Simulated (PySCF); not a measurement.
Nb(NH)(F)2(NH2) (F₂H₃N₂Nb), SMILES [NH]=[Nb]([NH2])([F])[F], multiplicity 1.

Coordinates come from a PBE0-D3(BJ)/def2-SVP optimisation. The spin state was assumed, not searched. The def2 effective core potentials stand for the cores of Nb; spin–orbit coupling is left out. The values are those of a single conformer.

Two levels are set side by side: TDDFT-PBE/def2-SVPD (PySCF) and TDDFT-ωB97X/def2-SVPD (PySCF). Vertical, same geometry. The lowest singlet is HOMO→LUMO 99 % with PBE and HOMO→LUMO 73 %, HOMO−1→LUMO 16 % with the other functional; states are paired by order. Differences are taken from unrounded values.

```
quantity                               TDDFT-ωB97X
-------------------------------------  -----------
lowest singlet excitation (eV)                5.16
lowest triplet excitation (TDA) (eV)          4.67
first bright state (f over 0.05) (eV)         6.89
its oscillator strength                       0.16
```

What does TDDFT-PBE give, and how far is it from TDDFT-ωB97X? (Estimate from the structure and the level; the computed values follow.)


```
quantity                               TDDFT-PBE  TDDFT-PBE minus TDDFT-ωB97X
-------------------------------------  ---------  ---------------------------
lowest singlet excitation (eV)              4.78                        -0.38
lowest triplet excitation (TDA) (eV)        4.50                        -0.17
first bright state (f over 0.05) (eV)       6.13                        -0.75
its oscillator strength                     0.05                        -0.10
```

A lower first singlet is the usual sign of a functional without exact exchange. Differences between two approximate levels are no errors against the true value.

Rough cost on one machine, each run with all the roots and properties that it gave: TDDFT-ωB97X against TDDFT-PBE about 9 times.
